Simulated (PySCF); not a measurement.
Nonlinear optical response: SMILES C1CC(CCO)CC1, C7H14O

Geometry:
| atom | x (Å) | y (Å) | z (Å) |
| --- | --- | --- | --- |
| O1 | 3.485 | -0.530 | 0.157 |
| C2 | 2.331 | 0.143 | -0.274 |
| C3 | 1.129 | -0.727 | 0.025 |
| C4 | -0.192 | -0.127 | -0.427 |
| C5 | -0.586 | 1.189 | 0.278 |
| C6 | -2.129 | 1.183 | 0.378 |
| C7 | -2.585 | -0.082 | -0.360 |
| C8 | -1.405 | -1.033 | -0.207 |
| H9 | 4.245 | 0.036 | -0.003 |
| H10 | 2.218 | 1.122 | 0.234 |
| H11 | 2.363 | 0.354 | -1.364 |
| H12 | 1.100 | -0.921 | 1.111 |
| H13 | 1.287 | -1.704 | -0.461 |
| H14 | -0.128 | 0.072 | -1.514 |
| H15 | -0.207 | 2.069 | -0.263 |
| H16 | -0.132 | 1.225 | 1.283 |
| H17 | -2.439 | 1.132 | 1.434 |
| H18 | -2.585 | 2.095 | -0.035 |
| H19 | -3.533 | -0.488 | 0.026 |
| H20 | -2.741 | 0.136 | -1.430 |
| H21 | -1.376 | -1.444 | 0.819 |
| H22 | -1.430 | -1.889 | -0.899 |

Method: quadratic response CAM-B3LYP/aug-cc-pVDZ first hyperpolarisability, Taylor convention, gas phase (PySCF). Geometry: PBE0-D3(BJ)/def2-SVP.

**Question.** What is the first hyperpolarisability, and how does it disperse?

**Answer.** In au, Taylor convention; the vector part is βᵢ = ⅓ Σⱼ (βᵢⱼⱼ + βⱼᵢⱼ + βⱼⱼᵢ); β∥ is 3/5 of the vector part along the dipole, the dipole points from − to +:
```csv
process,λ (nm),β vector norm,β∥,β HRS,depolarisation ratio
"static β(0;0,0)",∞,72.8,-18.1,28.3,6.45
"second harmonic β(−2ω;ω,ω)",1907,74.6,-18.4,28.9,6.40
"Pockels β(−ω;ω,0)",1907,73.4,-18.2,–,–
"second harmonic β(−2ω;ω,ω)",1064,78.6,-18.9,30.6,6.29
"Pockels β(−ω;ω,0)",1064,74.7,-18.4,–,–
```

**Question.** Which lowest excitations, dipole and polarisabilities go with it?

**Answer.** S1 6.44 eV (f = 0.001); S2 7.54 eV (f = 0.020); S3 7.72 eV (f = 0.017); dipole 1.55 D; isotropic α 88.5 au static, 88.7 au at 1907 nm, 89.1 au at 1064 nm, 89.2 au at 953.5 nm, 90.9 au at 532 nm.
